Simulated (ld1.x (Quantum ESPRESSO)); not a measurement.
**Configuration tests for Fe (TM)**

ld1.x (Quantum ESPRESSO) 7.5 input, shortened:

```
&input
   title='Fe', zed=26., rel=1, dft='PW91', iswitch=3,
   config='[Ar] 3d6 4s0 4p0'
 /
 &inputp
   pseudotype=2, tm=.true., lloc=0,
   nlcc=.true., rcore=0.70
 /
3
3P  2  1   6.00   0.00  1.40  1.40  0.0
3D  3  2   6.00   0.00  1.75  1.75  0.0
3S  1  0   2.00   0.00  0.75  0.75  0.0
 &test
   configts(1)='3s2 3p6 3d6 4s0 4p0'
 /
```

Energies are relative to the spin-unpolarised reference configuration 3s2 3p6 3d6 4s0 4p0; without spin polarisation the order of configurations can differ from experiment.

Question: Give the all-electron excitation energy and the error of the potential for: 3s2 3p6 3d6 4s2 4p0; 3s2 3p6 3d6 4s1 4p0; 3s2 3p6 3d5 4s0 4p0; 3s2 3p6 3d7 4s0 4p0; 3s1 3p6 3d6 4s2 4p0; 3s2 3p6 3d7 4s1 4p0; 3s2 3p6 3d5 4s2 4p0.

Answer:

```
valence configuration  charge  ΔE all-electron (eV)  error AE − PS (meV)
  3s2 3p6 3d6 4s2 4p0       0               -25.043                  +94
  3s2 3p6 3d6 4s1 4p0      +1               -16.252                  +58
  3s2 3p6 3d5 4s0 4p0      +3                34.327                  +57
  3s2 3p6 3d7 4s0 4p0      +1               -18.381                 +0.8
  3s1 3p6 3d6 4s2 4p0      +1                76.846                  -73
  3s2 3p6 3d7 4s1 4p0       0               -25.852                  +21
  3s2 3p6 3d5 4s2 4p0      +1               -10.749                 +258
```

Levels in the configuration 3s2 3p6 3d5 4s0 4p0:

| level | all-electron (eV) | pseudo (eV) |
| --- | --- | --- |
| 3s | -131.212 | -131.220 |
| 3p | -97.052 | -97.070 |
| 3d | -43.328 | -43.165 |

ld1.x printed “convergence not achieved” for 4 of the counted tests; their residual had stalled under 1e-8, short of the target of 1e-14.
